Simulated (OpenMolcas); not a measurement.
**What dynamic correlation does to the levels of F²⁺**

```yaml
Program: OpenMolcas
Basis: ANO-R1 [3s2p1d]
Scalar_Hamiltonian: X2C, finite nucleus
Active_space: 5 electrons in 4 orbitals (2s 2p)
State_averaging: 2S+1 = 4 odd, 1 root; 2S+1 = 2 odd, 8 roots; 2S+1 = 4 even, 3 roots; 2S+1 = 2 even, 9 roots
Spin-orbit_coupling: RASSI with atomic mean-field integrals over the reference wave functions, term energies averaged over their components
```

Methods on the same reference wave functions:
A. CASSCF
B. SS-CASPT2, IPEA 0.25 Eh, imaginary shift 0.1 Eh (closed shells correlated: 1s)

Energies in cm⁻¹ above 2s² 2p³ ⁴S°_3/2, the measured ground level; measured values from Moore, Atomic Energy Levels, vol. I, NSRDS-NBS 35 (1971 reprint of NBS Circular 467, 1949).

```
          Level       A       B  Measured
2s² 2p³ ⁴S°_3/2     0.0     0.0       0.0
2s² 2p³ ²D°_3/2   38008   36330          
2s² 2p³ ²D°_5/2   38020   36340          
2s² 2p³ ²P°_3/2   52675   54120          
2s² 2p³ ²P°_1/2   52676   54120          
  2s 2p⁴ ⁴P_5/2  153288  151910    151898
  2s 2p⁴ ⁴P_3/2  153600  152220    152235
  2s 2p⁴ ⁴P_1/2  153785  152400    152410
  2s 2p⁴ ²D_3/2  221768  213290    210256
  2s 2p⁴ ²D_5/2  221769  213290    210240
  2s 2p⁴ ²S_1/2  258706  253170    248260
  2s 2p⁴ ²P_3/2  283577  272660    266559
  2s 2p⁴ ²P_1/2  283946  273030    266943
```

Deviations, from unrounded energies. A percentage is the sum of absolute deviations over the sum of measured energies, with the sign that they share, or ± where signs differ.

| Against measurement | Levels | A | B |
| --- | --- | --- | --- |
| mean absolute deviation (cm-1) | 8 | 9000 | 2900 |
| other configurations (%) | 8 | +4.3 | ±1.4 |

B lies closest to measurement on these levels. The largest miss of B in the table is 2s 2p⁴ ²P_3/2, by +6100 cm-1. The ranking rests on the paired levels alone, and a cruder setting can come out closer through cancelling errors.

From A to B the spin-free energies of the other terms of 2s² 2p³ shown, above ⁴S°, scale by factors of 0.96 to 1.03.

The lowest spin-free term lies below A's lowest term by 0.069 hartree in B.

CASPT2 breaks the degeneracy within a term, and the mean is taken; among the terms shown or strongly mixed into the levels shown the widest spread is 160 cm-1 (2s 2p⁴ ²D, B). Computed and measured levels are paired by configuration, term and J; levels that our copy of the source lacks, or whose pairing is in doubt (as where it misses far off the trend of its configuration), stay unpaired and out of the deviations. Only configurations of the active space appear.

° marks odd parity.
